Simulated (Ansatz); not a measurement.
## Worked example: the enthalpy of BBr2F + CClF3 → BBrF2 + CBrClF2

Gas-phase species: BBr2F (dibromofluoroborane) `FB(Br)Br`, singlet; CClF3 `FC(F)(F)Cl`, singlet; BBrF2 `FB(F)Br`, singlet; CBrClF2 `FC(F)(Cl)Br`, singlet. The partners trade Br for F: B–Br and C–F bonds give way to B–F and C–Br.

Shapes, held fixed at every level: PBE0-D4/def2-TZVP. Programs: Ansatz 0.2.0. The zero-point and thermal terms to 298 K, harmonic and unscaled (PBE0-D4/def2-TZVP), stand in the table.

At MP2/def2-SVP; 1 Eh = 2625.50 kJ/mol:

```
species   energy (Eh)  H(298 K) − E (kJ/mol)  tabulated ΔfH (kJ/mol)
  BBr2F  -5269.083866                   35.6                  -514.6
  CClF3   -796.079730                   53.8                  -710.3
  BBrF2  -2796.323265                   40.0                  -820.1
CBrClF2  -3268.846932                   48.7                  -442.2
```

Question: Work out the reaction enthalpy at 298 K from the calculation and from the table of heats.

Answer: 
1. Electronic: (-2796.323265) + (-3268.846932) − [(-5269.083866) + (-796.079730)] = -0.006601 Eh = -17.3 kJ/mol.
2. Zero-point and thermal: (40.0) + (48.7) − [(35.6) + (53.8)] = -0.7 kJ/mol.
3. Computed ΔH = -18.0 kJ/mol.
4. From the heats of formation (Active Thermochemical Tables, NIST-JANAF tables): (-820.1) + (-442.2) − [(-514.6) + (-710.3)] = -37.4 kJ/mol.
5. Computed less tabulated: +19.4 kJ/mol. Tabulated heats carry uncertainties of their own. The tabulated values of BBr2F, BBrF2 are in doubt (older tables, estimates, or at odds with other calculations) and kept here.

Relativity is left out for Br. Outer-core shells of Br are correlated, in sets that cover them unevenly.
